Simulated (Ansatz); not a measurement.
Input file for Ansatz (a first-principles code): R-PBE/def2-TZVPP on ClH3Ti (SMILES [Cl][TiH3]), atoms moved off the minimum.

Ansatz 0.2 input:
```yaml
crystal:
  periodic: [false, false, false]
  atoms:
    - {symbol: Ti, position_ang: [0.60999951, -0.23680991, 0.46643788]}
    - {symbol: Cl, position_ang: [-1.02465092, 0.41386409, -0.83292599]}
    - {symbol: H, position_ang: [2.11728818, 0.15338360, -0.17553641]}
    - {symbol: H, position_ang: [0.42916128, 0.49734832, 2.09594434]}
    - {symbol: H, position_ang: [0.63710313, -1.93089327, 0.59718366]}
basis:
  gaussian:
    orbitals: def2-TZVPP
hamiltonian:
  xc: {name: PBE}
scf: {lower_state_search: off}
output: {forces: true}
```

Output:

```
WARN ansatz: RAYON_NUM_THREADS=4 ignored (pool sized by the plan → 4); use --threads N
Functional definition: PBE
these checks for a lower state are left out or cut short: stability, starts, cluster_reference, orbital_swaps, neighbouring_geometries, increment
integrals: 0.06 GiB planned
903 factors; their error is unknown
mean field: 0.48 GiB planned
mean field evaluation 1: about -35671.4896 eV, gradient 4.1e1 eV
mean field evaluation 2: about -35653.4289 eV, gradient 8.7e1 eV
mean field evaluation 4: about -35675.0361 eV, gradient 1.4e1 eV
mean field evaluation 8: about -35675.5297 eV, gradient 1.5e-1 eV
mean field evaluation 16: about -35675.5149 eV, gradient 4.3e-4 eV
mean field -35675.51488491 eV, -1311.0509902881 hartree, gradient 1.3e-6 eV, S^2 0.000000; 0 other end points of the search recorded, 0 dependent functions left out
the calculation of the forces begins
reference -35675.51493176 eV, -1311.0509920095 hartree; 21, 21 occupied and 127, 127 virtual orbitals, 903 factors
Total energy: -35675.51493176 eV, -1311.0509920095 hartree
Atom 0 at     0.610000    -0.236810     0.466438 Å, force    -0.224161     0.265198     0.838477 eV/Å
Atom 1 at    -1.024651     0.413864    -0.832926 Å, force     0.148131    -0.059003     0.072871 eV/Å
Atom 2 at     2.117288     0.153384    -0.175536 Å, force     0.138260     0.143858    -0.155205 eV/Å
Atom 3 at     0.429161     0.497348     2.095944 Å, force     0.045687    -0.302473    -0.734117 eV/Å
Atom 4 at     0.637103    -1.930893     0.597184 Å, force    -0.107916    -0.047579    -0.022026 eV/Å
Dipole moment:     0.035858    -0.012169     0.002589 e Å
Checks for a lower state left out: stability, starts, cluster_reference, orbital_swaps, neighbouring_geometries, increment
```

Self-consistency was reached.

Cost: about 3 core-seconds (a rough figure).
